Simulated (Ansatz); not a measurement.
Start from `OBCCCl` and change one atom or group to get `OBC[SiH3]`.

Ansatz, PBE0-D4/def2-TZVP geometries, multiplicity 1. Each molecule was computed in one conformer, which needn't be the lowest.

```csv
property,`OBCCCl`
HOMO–LUMO gap (PBE/def2-TZVPP) / eV,5.70
size of the dipole moment (ωB97M-V/def2-TZVPP) / D,2.15
HOMO energy (PBE0/def2-TZVPP) / eV,-8.20
HOMO energy (PBE/def2-TZVPP) / eV,-6.79
LUMO energy (PBE/def2-TZVPP) / eV,-1.09
HOMO–LUMO gap (B3LYP/def2-TZVPP) / eV,7.66
```

(1) Give the same properties after the change, and the shifts. (Best estimate.)

Results:

(1) Computed: 
```tsv
property	`OBC[SiH3]`	shift
HOMO–LUMO gap (PBE/def2-TZVPP) / eV	6.03	0.33
size of the dipole moment (ωB97M-V/def2-TZVPP) / D	1.29	-0.86
HOMO energy (PBE0/def2-TZVPP) / eV	-8.54	-0.34
HOMO energy (PBE/def2-TZVPP) / eV	-7.15	-0.36
LUMO energy (PBE/def2-TZVPP) / eV	-1.13	-0.04
HOMO–LUMO gap (B3LYP/def2-TZVPP) / eV	7.95	0.29
```

With PBE0 the HOMO falls by 0.34 eV and the LUMO falls by 0.10 eV, so the gap widens by about 0.24 eV. PBE moves the HOMO by -0.36 eV and ωB97M-V by -0.31 eV. Dipoles are sizes alone; their direction can turn.

B3LYP here is the variant with VWN-RPA as its local correlation; programs differ in this.
